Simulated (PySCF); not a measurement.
## Computed properties of Si(H)2(Br)(Et) (C2H7BrSi), SMILES CC[SiH2]Br

Si(H)2(Br)(Et) (C2H7BrSi), SMILES CC[SiH2]Br. Geometry: B3LYP-D3(BJ)/def2-SVP. One conformer was computed; it need not be the lowest. All values are computed for the isolated molecule unless a solvent is named; none is compared with measurement here.

**Structure.** All 27 harmonic modes at B3LYP-D3(BJ)/def2-SVP (PySCF) are real, so it is a minimum. With heavy atoms numbered as in [SiH2:1]([Br:2])[CH2:3][CH3:4], the shortest bond between them is C3–C4 at 1.533 Å and the longest Si1–Br2 at 2.254 Å.

**Vibrations.** The strongest infrared lines (harmonic, unscaled, degenerate partners summed) lie at 847 cm⁻¹ (235 km/mol, H 88 %, Si 9 %), 2238 cm⁻¹ (118 km/mol, H 96 %), 953 cm⁻¹ (105 km/mol, H 95 %). The softest mode is at 81 cm⁻¹ and the zero-point energy is 52.4 kcal/mol.

**Electronic structure.** PBE0/def2-TZVP (PySCF) places the frontier levels at -8.15 and 0.02 eV, a gap of 8.17 eV, and gives a dipole moment of 2.07 D and a mean polarisability of 70.3 bohr³. PBE/def2-TZVP (PySCF) at the same geometry gives -6.89 and -0.88 eV, so its gap is 2.16 eV narrower. An orbital gap is neither the optical nor the fundamental gap.

**Excitations.** TDDFT-B3LYP/def2-SVPD (PySCF) has S1 at 6.43 eV (193 nm, f = 0.018, weak); the most intense of the 10 singlets computed lies at 7.24 eV (f = 0.03). T1 (TDA) is at 6.07 eV. TDDFT-PBE/def2-SVPD (PySCF) puts S1 at 6.03 eV. No vertical singlet excitation falls in the visible range (under 3.1 eV).

**NMR.** GIAO shifts at KT2/pcSseg-1 (PySCF) (non-relativistic, atoms alike by connectivity averaged): ¹³C from 12.1 to 15.8 ppm against TMS; ¹H from 1.2 to 5.5 ppm against TMS; ²⁹Si at 1.3 ppm against TMS. Without spin–orbit terms, shifts of atoms bonded to Cl or Br come out too high.
